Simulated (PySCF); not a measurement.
Structure problem from calculated spectra and properties.

Elements present: C, H, O and S. Monoisotopic mass: 122.0038 u.

| Quantity | Value |
| --- | --- |
| 13C NMR | chemical shifts (computed TMS as zero) by class: 143.1 (1 C), 138.2 (1 C), 48.6 (1 C) ppm [GIAO PBE0/pcSseg-1] |
| Rotational structure | rotational constants A, B, C: 3.931, 1.773, 1.688 GHz [PBE0-D3(BJ)/def2-SVP] |
| Dipole | 2.95 D [PBE0/pcSseg-1] |
| NMR, other nuclei | isotropic shieldings of nuclei other than C and H, by class: 112 (2 O), 154 (1 O), 172 (1 S) ppm [GIAO PBE0/pcSseg-1] |
| 1H NMR | chemical shifts (computed TMS as zero) by class: 6.73 (1 H), 6.43 (1 H), 6.32 (1 H), 3.79 (3 H) ppm [GIAO PBE0/pcSseg-1] |

Gas-phase values; electronic properties from PySCF, density fitting. Levels stand in brackets. The structure is a single PBE0-D3(BJ)/def2-SVP conformer in the gas phase; no vibrational or solvent corrections. Each NMR value is the plain mean over a class of atoms that symmetry, rotation or inversion makes alike.

Task: Which formula fits the mass and the elements?

Result: C3H6O3S (calculated 122.0038). No other formula that holds each of these elements comes within 0.0003 u with a fitting electron parity and a possible valence count.

Task: Give a SMILES that accounts for the data.

Result: Numbering: `[CH2:1]=[CH:2][S:3](=[O:4])(=[O:5])[O:6][CH3:7]`. 3 carbons fall into 3 classes; from least to most shielded: alkene CH carbon [C2] (143.1 ppm), terminal =CH2 carbon [C1] (138.2 ppm), methoxy carbon [C7] (48.6 ppm). Hydrogen classes from least to most shielded: 1 H on a terminal =CH2 carbon, C1 (6.73 ppm), 1 H on an alkene CH carbon, C2 (6.43 ppm), 1 H on a terminal =CH2 carbon, C1 (6.32 ppm), 3 H on a methoxy carbon, C7 (3.79 ppm). The other shieldings belong to: 112 ppm, sulfonyl oxygen [O4/O5]; 154 ppm, oxygen bonded to C and S [O6]; 172 ppm, sulfonyl sulfur [S3]. The optimised geometry has point group C1 and is an asymmetric top. Structure: `C=CS(=O)(=O)OC`. The assignments are read from this structure; whether some other isomer fits the data as well wasn't checked.

The values belong to the conformer `[CH2:1]=[CH:2][S:3](=[O:4])(=[O:5])[O:6][CH3:7]`: C1–C2–S3–O4 3°, C2–S3–O6–C7 176°.
